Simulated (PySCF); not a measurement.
Molecule: `O[Si](O)(O)O`, H$_{4}$O$_{4}$Si.

Cartesian coordinates in Å; atom numbers follow the order of the lines, from 1:
```xyz
9

O     0.0294    0.9658   -1.3422
Si    0.0012    0.0026   -0.0054
O    -1.0216    0.7251    1.0657
O    -0.4371   -1.4964   -0.5299
O     1.4346   -0.1876    0.7850
H    -0.0534    1.9080   -1.1695
H    -0.8845    0.4811    1.9856
H    -1.0446   -1.5068   -1.2751
H     2.0031   -0.8798    0.4352
```

Geometry PBE0-D3(BJ)/def2-SVP throughout; GIAO in PySCF 2.14.0 with density-fitted response routines, gas phase, one conformer, non-relativistic; equivalent atoms averaged; basis pcSseg-2.

(1) How do the absolute shieldings σ depend on the functional? (ppm; last column core-seconds on shared hosts with different chips, so compare them loosely)

(2) Which nucleus moves most, in ppm?

## Answers

(1) 
```
functional                    kind  O1/O3/O4/O5    Si2  H6/H7/H8/H9  core-s
        HF            Hartree–Fock        296.2  455.9        29.48     8.7
       LDA                     LDA        270.2  366.4        28.95      19
       PBE                     GGA        273.4  387.6        29.63      23
      BLYP                     GGA        272.8  383.5        29.85      23
      BP86                     GGA        273.2  387.8        29.68      22
      OPBE                     GGA        279.7  412.4        29.70      21
       KT2                     GGA        273.0  410.1        29.61      24
       KT3                     GGA        277.5  420.9        29.87      26
     B97-D                     GGA        278.4  407.3        29.85      23
     B3LYP           global hybrid        278.0  397.5        29.68      18
      PBE0           global hybrid        280.2  405.5        29.51      17
  mPW1PW91           global hybrid        279.9  405.4        29.56      23
      WP04           global hybrid        279.0  412.9        29.81      17
     B97-2           global hybrid        282.1  414.6        29.68      17
 BHandHLYP           global hybrid        285.1  418.7        29.51      16
 CAM-B3LYP  range-separated hybrid        280.8  397.6        29.48      21
   wB97X-D  range-separated hybrid        281.8  405.3        29.59      21
   LC-wPBE  range-separated hybrid        285.2  401.4        29.45      27
```

(2) Si2 (silicon bonded to 4 O): from 366.4 ppm with LDA to 455.9 ppm with HF. The smallest spread is 0.92 ppm, at H6/H7/H8/H9.
